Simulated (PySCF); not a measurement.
C3H4ClNSi, SMILES Cl[Si@@H]1C=CN=C1. Heavy atoms are numbered as in [Cl:1][Si@@H:2]1[CH:3]=[CH:4][N:5]=[CH:6]1. Hydrogens are named by the atom that carries them.

The structure is a stationary point at PBE0-D3(BJ)/def2-SVP. The structure was generated by enumeration; whether it is a known compound was not checked.

Level of theory: PBE/def2-TZVP in PySCF.

ESP charges are fitted to the potential on shells at 1.4 to 2.0 van der Waals radii. Atomic charges (e), one atom of each kind:

```
atom         IAO  ESP fit
---------  -----  -------
Cl1        -0.28    -0.14
Si2 (SiH)   0.85     0.28
C3 (CH)    -0.48    -0.35
C4 (CH)    -0.02     0.21
N5         -0.23    -0.43
C6 (CH)    -0.24     0.14
H on Si2   -0.10    -0.03
H on C3     0.17     0.16
H on C4     0.16     0.08
H on C6     0.16     0.08
```

Question: Give the Mayer and Wiberg (Löwdin basis) orders of the bonds. (An estimate is asked for; the answer gives what the named calculation found.)

Answer: 
```
bond     Mayer  Wiberg
-------  -----  ------
Cl1–Si2   1.17    1.82
Si2–C3    0.98    1.10
C3–C4     1.81    2.01
C4–N5     1.10    1.37
Si2–C6    0.94    1.04
N5–C6     1.87    2.23
```
